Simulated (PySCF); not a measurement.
Molecule: C₃H₈BCl₂N, charge 0, multiplicity 1. SMILES: CC(C)NB(Cl)Cl
Coordinates optimised at B3LYP-D3(BJ)/def2-TZVP (Ansatz):
```xyz
15

C     -2.4999    -0.4523     0.2219
C     -1.5605     0.4878     0.9745
C     -1.6202     1.9187     0.4436
N     -0.1777    -0.0286     1.0109
B      0.7347    -0.2725    -0.0014
Cl     2.3411    -0.9087     0.4290
Cl     0.3956     0.0139    -1.7180
H     -2.4492    -1.4603     0.6353
H     -2.2416    -0.5014    -0.8352
H     -3.5285    -0.0973     0.3051
H     -1.8812     0.5092     2.0186
H     -2.6366     2.3066     0.5299
H     -1.3281     1.9605    -0.6049
H     -0.9543     2.5690     1.0120
H      0.1491    -0.2369     1.9414
```
Charge 0, spin multiplicity 1.

Dispersion corrections to the total energy (kcal/mol) from the dftd3 and dftd4 libraries through PySCF: D3(BJ) without and D4 with the three-body term, each with the damping fitted for the functional named.

```csv
functional,D3(BJ),D4
HF,-62.82,?
CAM-B3LYP,-7.72,-8.14
LC-wPBE,-9.18,-10.41
B2PLYP,-7.65,-6.65
B2GP-PLYP,-5.85,?
HSE06,-6.57,-7.47
PBE0,?,-8.03
```

Q: Complete the blanks.

A: 
- HF, D4: -32.01
- B2GP-PLYP, D4: -4.07
- PBE0, D3(BJ): -8.40
